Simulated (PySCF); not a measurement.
C3H9Sb. Atoms are numbered in the order given.

```xyz
13

Sb     0.0000     0.0000     0.4297
C      1.6026    -0.9253    -0.7463
H      1.6694    -1.9963    -0.5042
H      2.5635    -0.4476    -0.5042
H      1.3943    -0.8050    -1.8197
C      0.0000     1.8506    -0.7463
H      0.8941     2.4438    -0.5042
H     -0.8941     2.4438    -0.5042
H      0.0000     1.6100    -1.8197
C     -1.6026    -0.9253    -0.7463
H     -1.6694    -1.9963    -0.5042
H     -1.3943    -0.8050    -1.8197
H     -2.5635    -0.4476    -0.5042
```
Charge 0, spin multiplicity 1.

Coordinates come from a B3LYP-D3(BJ)/def2-SVP optimisation. The isomer is the one that the SMILES or the coordinates give; other isomers of the formula were not compared. The def2 effective core potentials stand for the cores of Sb; spin–orbit coupling is left out.

Level of theory: TDDFT-PBE/def2-SVPD in PySCF.

Vertical excitations; the highest root listed may be one member of a degenerate set. Isolated molecule, no solvent. State labels are in the subgroup Cs.

Computed excitation energies, oscillator strengths and character:
```csv
state,symmetry,energy (eV),λ (nm),f,main pairs
S1,A",5.40,230,0.115,HOMO→LUMO (degenerate set)
S2,A',5.40,230,0.115,HOMO→LUMO+1 (degenerate set)
S3,A',5.60,222,0.000,HOMO→LUMO+2 99 %
S4,A',6.19,200,0.215,HOMO→LUMO+3 95 %
S5,A",6.44,193,0.000,"HOMO−1→LUMO+1 50 %, HOMO−2→LUMO 50 %"
S6,A",6.72,184,0.079,"HOMO−2→LUMO, HOMO−1→LUMO+1, HOMO→LUMO+5 (degenerate set)"
S7,A',6.72,184,0.079,"HOMO−1→LUMO, HOMO−2→LUMO+1, HOMO→LUMO+6 (degenerate set)"
S8,A',6.96,178,0.137,"HOMO→LUMO+4 67 %, HOMO−2→LUMO+1 15 %, HOMO−1→LUMO 15 %"
S9,A',7.06,176,0.077,"HOMO→LUMO+4, HOMO−2→LUMO+1, HOMO−1→LUMO (degenerate set)"
S10,A",7.06,176,0.016,HOMO−1→LUMO+2 (degenerate set)
T1,A',4.51,275,0,HOMO→LUMO+1 (degenerate set)
T2,A",4.51,275,0,HOMO→LUMO (degenerate set)
T3,A',5.46,227,0,HOMO→LUMO+2 100 %
T4,A',5.73,216,0,HOMO→LUMO+3 76 %
```
Triplets are in the Tamm–Dancoff approximation, which puts them higher than full response would, so one can lie above its singlet here.
